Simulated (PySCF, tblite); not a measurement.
Dissociation curve of SiH, doublet.

- GFN2-xTB, 300 K electronic temperature (tblite)
- UCCSD(T) = CCSD(T) on UHF/6-31G, 5 core orbitals frozen (PySCF 2.14.0)

Energies relative to the lowest point of each curve near equilibrium, in eV; the last columns give the difference from UCCSD(T):

```tsv
R / Å	GFN2-xTB	UCCSD(T)	GFN2-xTB − UCCSD(T)
1.23	1.104	1.370	-0.266
1.30	0.492	0.786	-0.295
1.37	0.177	0.401	-0.224
1.45	0.027	0.142	-0.115
1.48	0.007	0.083	-0.077
1.53	0.000	0.023	-0.023
1.59	0.024	0.000	0.024
1.61	0.037	0.003	0.034
1.67	0.088	0.034	0.054
1.79	0.220	0.177	0.043
1.91	0.375	0.383	-0.009
2.07	0.621	0.700	-0.078
2.31	1.034	1.176	-0.143
```

GFN2-xTB is furthest from UCCSD(T) at 1.30 (-0.295 eV, below); its mean absolute difference over the points is 0.106 eV.

The scan ran from 1.23 to 6.10 Å; beyond the distances shown one of the unrestricted levels run for this scan, shown here or not, changes its spin distribution in one step. The unrestricted determinant behind UCCSD(T) is spin-contaminated at 2.07 to 2.31 Å (<S²> up to 1.3, against 0.75 for a pure doublet).
